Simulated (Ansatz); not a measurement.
Mulliken charges of C3H5IO, SMILES `O/C=C/CI` from ωB97M-V/def2-TZVPP in Ansatz (PBE0-D4/def2-TZVP geometry).

```csv
atom,x (Å),y (Å),z (Å),charge (e)
O1,-0.466,0.674,2.237,-0.272
C2,0.177,0.261,1.131,0.118
C3,-0.378,-0.107,-0.024,-0.140
C4,0.424,-0.548,-1.169,-0.337
I5,0.440,0.918,-2.794,-0.087
H6,-1.415,0.692,2.072,0.190
H7,1.252,0.254,1.280,0.097
H8,-1.458,-0.071,-0.145,0.089
H9,0.034,-1.435,-1.660,0.183
H10,1.474,-0.689,-0.924,0.160
```

**Question.** By hand: the dipole of these point charges (1 e Å = 4.8032 D).

**Answer.** Σ q r = (-0.016, -0.256, 0.219) e Å, of length 0.337 e Å = 1.62 D.

**Question.** How does the dipole of the full density compare? (Estimate.)

**Answer.** The calculation gave: (-0.205, -0.257, 0.305) e Å, 2.15 D; the point charges give 0.75 times that, at 26° from its direction.

Point charges leave out the atoms' own dipoles, such as those of lone pairs, and Mulliken's split depends on the basis, so the two needn't agree.
